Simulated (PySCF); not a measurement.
## Simulated absorption spectrum

Compound: C7H4ClFO3.
Bonds: C1–C2 (double), C2–O3, O3–C4, C4–O5, O5–C6, C6–F7, C6–C8 (double), C8–C9, C9–O10 (double), C9–C11, C11–Cl12, C4–C11 (double). Hydrogens: H13, H14 on C1; H15 on C2; H16 on C8.

Computed with PySCF, TDDFT PBE0/def2-SVPD, vertical, gas phase, core orbitals frozen in the response. One conformer (not necessarily the lowest) at the PBE0-D3(BJ)/def2-SVP geometry, without solvent, vibrations or thermal averaging. Torsions of this conformer, `[CH2:1]=[CH:2][O:3][c:4]1[o:5][c:6]([F:7])[cH:8][c:9](=[O:10])[c:11]1[Cl:12]`: C1–C2–O3–C4 180°, C2–O3–C4–O5 -3°.

Each state is given a Gaussian of 0.25 eV full width at half maximum, with ε(max) = 2.175×10⁸ f / Δν̃ (Δν̃ the width in cm⁻¹). The width is an assumption, not a result. The curve ends short of the highest state used, and states not computed would add to its high-energy end.

| E (eV) | ε (L mol⁻¹ cm⁻¹) |
| --- | --- |
| 3.98 | 0 |
| 4.01 | 0 |
| 4.05 | 0 |
| 4.08 | 0 |
| 4.12 | 0 |
| 4.15 | 1 |
| 4.18 | 1 |
| 4.22 | 1 |
| 4.25 | 2 |
| 4.29 | 3 |
| 4.32 | 3 |
| 4.36 | 3 |
| 4.39 | 4 |
| 4.43 | 8 |
| 4.46 | 18 |
| 4.49 | 48 |
| 4.53 | 171 |
| 4.56 | 411 |
| 4.60 | 1169 |
| 4.63 | 2335 |
| 4.67 | 5189 |
| 4.70 | 8604 |
| 4.73 | 13172 |
| 4.77 | 20526 |
| 4.80 | 26082 |
| 4.84 | 31704 |
| 4.87 | 33437 |
| 4.91 | 31705 |
| 4.94 | 27758 |
| 4.98 | 20546 |
| 5.01 | 14966 |
| 5.04 | 10132 |
| 5.08 | 5556 |
| 5.11 | 3630 |
| 5.15 | 2835 |
| 5.18 | 3328 |
| 5.22 | 5060 |
| 5.25 | 6854 |
| 5.29 | 9304 |
| 5.32 | 10709 |
| 5.35 | 11391 |
| 5.39 | 10928 |
| 5.42 | 9653 |
| 5.46 | 7230 |
| 5.49 | 5311 |
| 5.53 | 3141 |
| 5.56 | 1995 |
| 5.59 | 1302 |
| 5.63 | 1043 |
| 5.66 | 1308 |
| 5.70 | 2229 |
| 5.73 | 3289 |
| 5.77 | 4999 |
| 5.80 | 6265 |
| 5.84 | 7515 |
| 5.87 | 7902 |

Q: Where are the band maxima, and which computed states make them?

A: 254 nm (4.88 eV), ε about 33000, made up of S2 (100%); 231 nm (5.36 eV), ε about 11000, made up of S3 (100%) (ε in L mol⁻¹ cm⁻¹; maxima over ε = 5, shares over 10%). At its high-energy end, 5.87 eV, the curve is still rising (ε about 7900, from S5). The states used: S1 4.35 eV (f 0.0000); S2 4.88 eV (f 0.310); S3 5.36 eV (f 0.106); S4 5.50 eV (f 0.0001); S5 5.87 eV (f 0.072); S6 6.13 eV (f 0.012); S7 6.16 eV (f 0.042); S8 6.25 eV (f 0.0047); S9 6.46 eV (f 0.174); S10 6.47 eV (f 0.159).

Q: Coming from long wavelengths, where does ε first pass 100 L mol⁻¹ cm⁻¹?

A: At about 275 nm (4.51 eV), 0.16 eV above S1.

Q: What would ε be at 4.88 eV, the highest of these maxima, with half the width (0.125 eV)?

A: About 66700 L mol⁻¹ cm⁻¹ against 33500, a factor of about 1.99; a lone state at its own centre would give exactly 2.

Q: Does any computed singlet lie in the visible range?

A: No computed singlet lies in the visible range (380 to 750 nm); the lowest, at 285 nm, stands 1.09 eV above its violet end (3.26 eV).
